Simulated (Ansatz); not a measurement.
Cost and result for the atomization energy of `FC(F)(F)C1=CC(C(F)(F)F)=[O+][Ga-]([F])([F])[O]1` (17 atoms, 17 bonds).

Z-matrix (Å, degrees):
```
C
F 1 1.328
F 1 1.328 2 108.8
F 1 1.330 2 108.4 3 117.8
C 1 1.538 2 109.6 3 -119.8
C 5 1.388 1 119.4 2 -120.3
O 5 1.261 1 112.9 2 59.7
C 6 1.388 5 121.7 1 -179.9
H 6 1.077 5 119.1 1 0.1
Ga 7 1.905 5 124.1 1 -180.0
O 8 1.261 6 127.7 5 -0.0
C 8 1.538 6 119.4 5 179.9
F 10 1.736 7 109.2 5 112.1
F 10 1.736 7 109.2 5 -112.3
F 12 1.330 8 111.9 6 0.0
F 12 1.328 8 109.6 6 120.4
F 12 1.328 8 109.6 6 -120.3
```

Total charge 0; spin multiplicity 1. Correlated methods include outer-core shells of Ga, which these sets cover unevenly. Scalar relativity is left out up to krypton. The structure was optimised at the PBE0-D4/def2-TZVP level. Program: Ansatz. All runs use 11 threads of an AMD EPYC 7R13 on a shared host and a whole NVIDIA H100 80 GB. Times are those of one run each, without the atoms' runs, and a repeat can differ threefold. Electronic energies, without spin–orbit coupling; frozen cores. CCSD(T)/CBS adds CCSD(T) − MP2 in def2-TZVPP to the MP2 limit, and its time is that of the two runs behind it. T1 = 0.015. With those shells the extrapolation isn't a true limit.

CCSD(T)/CBS is a level of theory with its own doubt, some kJ/mol a heavy atom from the limit and from the frozen cores, so smaller differences don't rank the functionals.

```json
{"level": "r2SCANh-D4/def2-TZVPP", "functions": "527", "wall time": "3.9 s", "atomization (kJ/mol)": "7637.2", "difference from CCSD(T)/CBS": "-4.7", "per bond": "-0.3"}
{"level": "BHLYP-D4/def2-TZVPP", "functions": "527", "wall time": "4.8 s", "atomization (kJ/mol)": "7143.4", "difference from CCSD(T)/CBS": "-498.5", "per bond": "-29.3"}
{"level": "ωB97X-V/def2-TZVPP", "functions": "527", "wall time": "6 s", "atomization (kJ/mol)": "7688.8", "difference from CCSD(T)/CBS": "46.9", "per bond": "2.8"}
{"level": "ωB97M-V/def2-TZVPP (with forces)", "functions": "527", "wall time": "6.5 s", "atomization (kJ/mol)": "7673.2", "difference from CCSD(T)/CBS": "31.3", "per bond": "1.8"}
{"level": "LDA (SPW92)/def2-TZVPP", "functions": "527", "wall time": "7 s", "atomization (kJ/mol)": "9376.5", "difference from CCSD(T)/CBS": "1734.6", "per bond": "102.0"}
{"level": "B97M-V/def2-TZVPP", "functions": "527", "wall time": "7.5 s", "atomization (kJ/mol)": "7671.2", "difference from CCSD(T)/CBS": "29.3", "per bond": "1.7"}
{"level": "revPBE-D4/def2-TZVPP", "functions": "527", "wall time": "8 s", "atomization (kJ/mol)": "7725.8", "difference from CCSD(T)/CBS": "83.9", "per bond": "4.9"}
{"level": "BLYP-D4/def2-TZVPP", "functions": "527", "wall time": "8 s", "atomization (kJ/mol)": "7701.4", "difference from CCSD(T)/CBS": "59.5", "per bond": "3.5"}
{"level": "CCSD(T)/def2-SVP", "functions": "247", "wall time": "8.5 s", "atomization (kJ/mol)": "7310.1", "difference from CCSD(T)/CBS": "-331.8", "per bond": "-19.5"}
{"level": "MP2/def2-QZVPP", "functions": "974", "wall time": "10 s", "atomization (kJ/mol)": "7989.0", "difference from CCSD(T)/CBS": "347.1", "per bond": "20.4"}
{"level": "PBE-D4/def2-TZVPP (with forces)", "functions": "527", "wall time": "13 s", "atomization (kJ/mol)": "8061.7", "difference from CCSD(T)/CBS": "419.8", "per bond": "24.7"}
{"level": "CCSD(T)/def2-TZVPP", "functions": "527", "wall time": "110 s", "atomization (kJ/mol)": "7435.2", "difference from CCSD(T)/CBS": "-206.7", "per bond": "-12.2"}
{"level": "CCSD(T)/CBS(def2)", "functions": "–", "wall time": "2.1 min", "atomization (kJ/mol)": "7641.9", "difference from CCSD(T)/CBS": "0.0", "per bond": "0.0"}
```

From r2SCAN to r2SCAN0 (25 % exact exchange), in def2-TZVPP and without D4, the atomization energy moves by −295.2 kJ/mol: exact exchange takes away binding that semilocal exchange gives to molecules. In def2-TZVPP, CCSD(T) changes the Hartree–Fock value by +2303.6 kJ/mol (the triples alone add +203.5 kJ/mol) and MP2 by +2734.0 kJ/mol; breaking electron pairs costs correlation energy, which Hartree–Fock lacks. Leaving LDA and LC-ωPBE aside and taking each functional with its dispersion term where it has one, the values spread over 918.3 kJ/mol, from BHLYP-D4 to PBE-D4. LDA lies +1370.1 kJ/mol from PBE without D4, its usual overbinding.
